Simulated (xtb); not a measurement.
Ga(F)(Cl)(Et) (C₂H₅ClFGa), SMILES C[CH2][Ga]([F])[Cl]. All values are semi-empirical tight-binding results from xtb (GFN2-xTB unless named), good for trends rather than for accurate numbers. The structure is a stationary point at GFN2-xTB. The structure was generated by enumeration; whether it is a known compound was not checked. Other conformers were not sampled.

For metal compounds this method's bond lengths and energies can be far off.

Computed properties:
| Item | Value |
|---|---|
| point group as xtb finds it | Cs |
| orbital gap | 3.88 eV |
| zero-point energy | 41.0 kcal/mol |
| G − E(el) at 298.15 K (modified RRHO) | 19.6 kcal/mol |
